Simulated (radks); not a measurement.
Results of a calculation; reference values are marked as such.
Q: Bi+, 82 electrons, occupied as [Xe] 4f14 5d10 6s1 6p2 5f1 (not the ground configuration). Code: a radial shooting solver on a logarithmic mesh with Libxc functionals. Model: Dirac Kohn-Sham, OLYP, spin-unpolarised, spherical densities, point nucleus; open shells fill j = l - 1/2 first. Some entries of the table are withheld. Estimate them.

| orbital | occ. | eigenvalue (hartree) | r(max) (bohr) |
|---|---|---|---|
| 1s1/2 | 2 | -3326.898 | 0.009651 |
| 2s1/2 | 2 | -597.9338 | 0.05640 |
| 2p1/2 | 2 | -574.4451 | 0.04119 |
| 2p3/2 | 4 | -489.2003 | 0.04902 |
| 3s1/2 | 2 | (1) | 0.1587 |
| 3p1/2 | 2 | -134.1829 | 0.1478 |
| 3p3/2 | 4 | -115.0887 | 0.1636 |
| 3d3/2 | 4 | -97.79396 | 0.1268 |
| 3d5/2 | 6 | -93.74184 | 0.1311 |
| 4s1/2 | 2 | -33.65031 | 0.3562 |
| 4p1/2 | 2 | -29.04875 | 0.3535 |
| 4p3/2 | 4 | -24.33649 | 0.3855 |
| 4d3/2 | 4 | -16.86659 | 0.3761 |
| 4d5/2 | 6 | -15.98598 | 0.3857 |
| 5s1/2 | 2 | -6.32729 | 0.7711 |
| 4f5/2 | 6 | -6.27872 | 0.3393 |
| 4f7/2 | 8 | -6.07587 | 0.3438 |
| 5p1/2 | 2 | -4.73096 | 0.8065 |
| 5p3/2 | 4 | -3.82061 | 0.8826 |
| 5d3/2 | 4 | -1.59143 | 1.014 |
| 5d5/2 | 6 | -1.47869 | 1.044 |
| 6s1/2 | 1 | -0.99122 | 1.826 |
| 6p1/2 | 2 | -0.63918 | 2.100 |
| 6p3/2 | 0 | -0.53793 | 2.338 |
| 7s1/2 | 0 | -0.25105 | 4.542 |
| 6d3/2 | 0 | -0.20141 | (2) |
| 6d5/2 | 0 | -0.19571 | (3) |
| 7p1/2 | 0 | -0.18122 | 6.216 |
| 7p3/2 | 0 | -0.16690 | 6.805 |
| 5f5/2 | 1 | (4) | 7.591 |
| 5f7/2 | 0 | (5) | 7.594 |

A: 
(1) 3s1/2 eigenvalue (hartree): -144.7736
(2) 6d3/2 r(max) (bohr): 3.777
(3) 6d5/2 r(max) (bohr): 3.893
(4) 5f5/2 eigenvalue (hartree): -0.08655
(5) 5f7/2 eigenvalue (hartree): -0.08648
